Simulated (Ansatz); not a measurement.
Geometry optimisation, RKS B3LYP-D4/STO-3G in Ansatz.

Input:

```yaml
crystal:
  periodic: [false, false, false]
  atoms:
    - { symbol: O, position_ang: [-1.6572, 0.4929, 0.4714] }
    - { symbol: C, position_ang: [-0.288, 0.5058, 0.406] }
    - { symbol: S, position_ang: [0.31671, 0.68792, -1.16745] }
    - { symbol: Si, position_ang: [-0.13742, 2.66945, -1.72827] }
    - { symbol: "N", position_ang: [0.31908, -0.54959, 1.14137] }
    - { symbol: Si, position_ang: [0.77455, 0.87301, 1.90911] }
    - { symbol: H, position_ang: [-1.9317, 1.1867, 1.1464] }
    - { symbol: H, position_ang: [-1.63762, 2.76199, -1.92785] }
    - { symbol: H, position_ang: [0.21445, 3.53679, -0.64169] }
    - { symbol: H, position_ang: [0.50583, 3.02501, -2.98915] }
    - { symbol: H, position_ang: [1.09312, -0.93865, 0.58977] }
    - { symbol: H, position_ang: [2.27057, 0.8827, 1.77031] }
    - { symbol: H, position_ang: [0.1352, 0.81684, 3.28735] }
basis:
  gaussian: { orbitals: STO-3G }
hamiltonian:
  xc: b3lyp
  dispersion: d4
relax:
  f_tol: 0.015
  max_steps: 40
```

Run as:

```bash
$ ansatz run input.yaml --threads 1 --pin off --max-ram 2048MiB --backend cpu --events-out ev --progress --plain --runs-dir out
```

Q: Where does it end, and by what steps?

A: The run converged. The force dipped under the threshold on the way, but the program's further checks kept it going. Limits of this set-up: minimal basis. After 38 steps the energy has fallen by 1.916 eV; O1 moved furthest, 1.59 Å.

| step | energy less start (eV) | largest force component (eV/Å) | accepted |
| --- | --- | --- | --- |
| 0 | 0.0000 | 5.803 | yes |
| 2 | -1.5256 | 0.713 | yes |
| 4 | -1.6324 | 0.377 | yes |
| 6 | -1.6956 | 1.392 | yes |
| 8 | -1.7796 | 0.489 | yes |
| 10 | -1.7939 | 0.337 | yes |
| 12 | -1.8039 | 0.049 | yes |
| 14 | -1.8049 | 0.023 | yes |
| 16 | -1.8055 | 0.030 | yes |
| 18 | -1.8058 | 0.023 | yes |
| 20 | -1.8065 | 0.120 | yes |
| 22 | -1.8098 | 0.280 | yes |
| 24 | -1.8164 | 0.621 | yes |
| 26 | -1.8529 | 0.490 | yes |
| 28 | -1.8881 | 0.207 | yes |
| 30 | -1.8924 | 1.044 | no |
| 32 | -1.9122 | 0.173 | yes |
| 34 | -1.9156 | 0.041 | yes |
| 36 | -1.9156 | 0.070 | no |
| 38 | -1.9161 | 0.007 | yes |

```xyz
13
Properties=species:S:1:pos:R:3
O -1.013 1.934 0.683
C 0.209 1.135 0.683
S 1.222 1.659 -0.742
Si -0.429 2.487 -1.836
N -0.119 -0.363 0.918
Si 0.959 0.346 2.192
H -1.704 1.222 0.952
H -1.531 1.566 -1.994
H -0.900 3.758 -1.333
H 0.114 2.736 -3.154
H 0.438 -0.929 0.206
H 2.368 0.021 2.187
H 0.363 0.379 3.507
```

Whether the end is a true minimum wasn't checked by a vibrational analysis.

Run time: 3 min on 1 thread of Arm Neoverse V2, with other jobs on the host, peak memory 0.23 GiB.
